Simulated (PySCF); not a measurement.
Ge(F)(Cl)2(OH), HCl2FGeO, SMILES [OH][Ge]([F])([Cl])[Cl], singlet at its PBE0/def2-SVP optimised geometry (Å):

```
6

O     -1.1456    -1.8791     1.3990
Ge    -0.5634    -1.0204     0.0000
F      1.1582    -1.0204     0.0000
Cl    -1.2426    -2.0416    -1.7176
Cl    -1.1582     1.0204     0.0000
H     -0.9341    -1.4383     2.2316
```

Level of theory: PBE0/def2-TZVP in PySCF. Cells within 0.4 Å of a nucleus heavier than hydrogen are left out (blank, or x).

Map of the Laplacian of the electron density (e/bohr⁵) on the plane z = 1.5 Å:

```
|666666666666666666666666666|
|666666666666666666666666666|
|666666666666666666666666666|
|666666666666666666666666666|
|666666666666666666666666666|
|666666666666666666666666666|
|666666666666666666666666666|
|666666666666666666666666666|
|666666666666666666666666666|
|666666666666666666666666666|
|666666666666666666666666666|
|666666666666666666666666666|
|666666666666666666666666666|
|666666666666666666666666666|
|666666666666666666666666666|
|666666667777666666666666666|
|666666777777766666666666666|
|666667789987776666666666666|
|666667899899776666666666666|
|66666798xx39876666666666666|
|66667793xxx9876666666666666|
|66666798xx09876666666666666|
|666667899898776666666666666|
|666666788987766666666666666|
|666666677777666666666666666|
|666666666666666666666666666|
|666666666666666666666666666|
```
Scale: ten equal steps from -1.14 (start of '0') to 0.544 (end of '9'), in the order '0123456789'; x runs from -3.50 to 3.50, y from -3.50 (bottom) to 3.50 (top).
